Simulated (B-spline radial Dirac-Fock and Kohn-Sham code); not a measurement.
Two-hole binding energies of Dy¹⁹⁺

System: dysprosium as Dy¹⁹⁺ in the configuration [Kr] 4d10 4f1.

Level of theory: relaxed Dirac-Fock hole states (ΔSCF) with Breit and QED corrections and a finite nucleus; a B-spline atomic structure program. U is the two-hole binding energy less the two single-hole energies, the effective repulsion of the holes after relaxation. Each two-hole energy is an average over J within one jj subconfiguration.

```tsv
holes	E(a) (eV)	E(b) (eV)	E(ab) (eV)	U (eV)
1s⁻¹ 2p3/2⁻¹	54295.7	8303.0	62917.6	318.8
1s⁻¹ 3d5/2⁻¹	54295.7	1812.4	?	?
2s⁻¹ 2p1/2⁻¹	9566.2	9093.5	18864.2	204.6
2s⁻¹ 3p1/2⁻¹	9566.2	2362.3	12033.5	105.0
2p1/2⁻¹ 3s⁻¹	9093.5	2567.0	11762.3	101.8
2p1/2⁻¹ 3p3/2⁻¹	9093.5	2195.0	11392.1	103.7
2p1/2⁻¹ 3d3/2⁻¹	9093.5	1848.0	11049.5	108.0
2p1/2⁻¹ 3d5/2⁻¹	9093.5	1812.4	11015.8	109.9
2p3/2⁻¹ 3s⁻¹	8303.0	2567.0	10970.7	100.6
2p3/2⁻¹ 3p1/2⁻¹	8303.0	2362.3	10772.7	107.4
2p3/2⁻¹ 3d5/2⁻¹	8303.0	1812.4	10222.1	106.6
3d3/2⁻²	1848.0	1848.0	3784.4	88.5
3d3/2⁻¹ 3d5/2⁻¹	1848.0	1812.4	3749.3	88.9
4d5/2⁻²	625.1	625.1	1289.2	39.1
```

**Question.** Give the missing two-hole energy and U.

**Answer.** E(ab) = 56216.9 eV and U = 108.8 eV.

Values without a named source are computed, but for edge energies of neutral atoms, which are taken from tables.
